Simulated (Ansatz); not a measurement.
Isolated molecules relaxed with PBE0-D4/def2-TZVP in Ansatz; ΔE leaves out vibrations. CCSD(T)/CBS adds triple-zeta CCSD(T) − MP2 to the extrapolated MP2 energy (def2 sets, frozen cores). This one scheme is used for every species. DFT in def2-TZVPP. For As outer-core shells are correlated without core-valence functions, which leaves a few kJ/mol of doubt a bond. Scalar relativity is left out up to krypton. One conformer a species, not always the lowest.

Reaction (hydrogenolysis of the As–N bond): `N[AsH]O` + H₂ → `O[AsH2]` + NH₃

`N[AsH]O`:

Z-matrix (Å, degrees):
```
N
As 1 1.827
H 1 1.011 2 115.8
H 1 1.010 2 113.6 3 129.0
O 2 1.810 1 103.9 3 -42.7
H 2 1.523 1 93.2 3 49.8
H 5 0.961 2 108.9 1 -109.9
```

H₂:

```xyz
2

H     0.335    0.159    0.037
H    -0.335   -0.159   -0.037
```

`O[AsH2]`:

```xyz
5

O     0.519   -0.186    0.965
As   -0.638    0.157   -0.373
H     0.027   -0.168    1.789
H     0.252    1.167   -1.094
H    -0.160   -0.970   -1.287
```

NH₃:

Z-matrix (Å, degrees):
```
N
H 1 1.013
H 1 1.013 2 107.1
H 1 1.013 2 107.1 3 -114.5
```

Question: Is it downhill or uphill in electronic energy at CCSD(T)/CBS, and by how much? (Best estimate.)

Answer: Ansatz gave: Downhill: ΔE = -4.2 kcal/mol.

Question: What do these levels give: BLYP-D4, PBE0-D4, CAM-B3LYP-D4, PBE0, CAM-B3LYP, CCSD/def2-TZVPP? (Best estimate.)

Answer: Ansatz gave: BLYP-D4 -2.5, PBE0-D4 -4.7, CAM-B3LYP-D4 -4.4, PBE0 -5.5, CAM-B3LYP -5.3, CCSD/def2-TZVPP -5.5 kcal/mol.

Question: What do rigid-rotor, harmonic-oscillator terms from PBE0-D4/def2-TZVP frequencies (298.15 K, 1 bar) make of the CCSD(T)/CBS value? (An estimate is asked.)

Answer: Computed: ΔZPE = +3.2 kcal/mol, ΔH = -1.3 kcal/mol, ΔS = 33 J/(mol·K), ΔG = -3.7 kcal/mol.

Largest T1 diagnostic among the species: 0.012.

From r2SCAN to r2SCAN0 (25 % exact exchange), in def2-TZVPP and without D4, ΔE moves by −1.2 kcal/mol. At CCSD(T), def2-SVP lies −2.7 kcal/mol from the extrapolated value and def2-TZVPP −0.1 kcal/mol.
